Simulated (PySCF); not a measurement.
C2H8Si, SMILES C[SiH2]C. Atoms are numbered in the order given.

```xyz
11

Si     0.0000     0.0000    -0.5500
C      1.5525     0.0000     0.5124
C     -1.5525     0.0000     0.5124
H      0.0000     1.2076    -1.4373
H      0.0000    -1.2076    -1.4373
H      1.5877    -0.8906     1.1608
H      2.4626     0.0000    -0.1083
H      1.5877     0.8906     1.1608
H     -2.4626     0.0000    -0.1083
H     -1.5877    -0.8906     1.1608
H     -1.5877     0.8906     1.1608
```
Charge 0, spin multiplicity 1.

Geometry: r2SCAN-D4/def2-SVP. The isomer is the one that the SMILES or the coordinates give; other isomers of the formula were not compared.

Computed with TDDFT-PBE/def2-SVPD run with PySCF.

Vertical excitations. Isolated molecule, no solvent. State labels are in the subgroup C2v.

| state | symmetry | energy (eV) | λ (nm) | f | main pairs |
|---|---|---|---|---|---|
| S1 | B1 | 7.52 | 165 | 0.027 | HOMO→LUMO 98 % |
| S2 | B2 | 7.58 | 164 | 0.012 | HOMO−2→LUMO 99 % |
| S3 | A1 | 7.62 | 163 | 0.002 | HOMO−1→LUMO 95 % |
| S4 | A2 | 7.92 | 157 | 0.000 | HOMO−2→LUMO+1 100 % |
| S5 | A1 | 7.95 | 156 | 0.030 | HOMO→LUMO+1 93 % |
| S6 | B1 | 7.98 | 155 | 0.107 | HOMO−1→LUMO+1 94 % |
| S7 | B1 | 8.51 | 146 | 0.091 | HOMO→LUMO+2 96 % |
| S8 | A1 | 8.54 | 145 | 0.138 | HOMO−1→LUMO+2 94 % |
| S9 | B2 | 8.57 | 145 | 0.067 | HOMO−2→LUMO+2 99 % |
| S10 | B1 | 8.77 | 141 | 0.005 | HOMO→LUMO+3 98 % |
| T1 | B1 | 7.36 | 169 | 0 | HOMO→LUMO 97 % |
| T2 | B2 | 7.37 | 168 | 0 | HOMO−2→LUMO 97 % |
| T3 | A1 | 7.37 | 168 | 0 | HOMO−1→LUMO 94 % |
| T4 | A1 | 7.59 | 163 | 0 | HOMO→LUMO+1 94 % |
Triplets are in the Tamm–Dancoff approximation, which puts them higher than full response would, so one can lie above its singlet here.
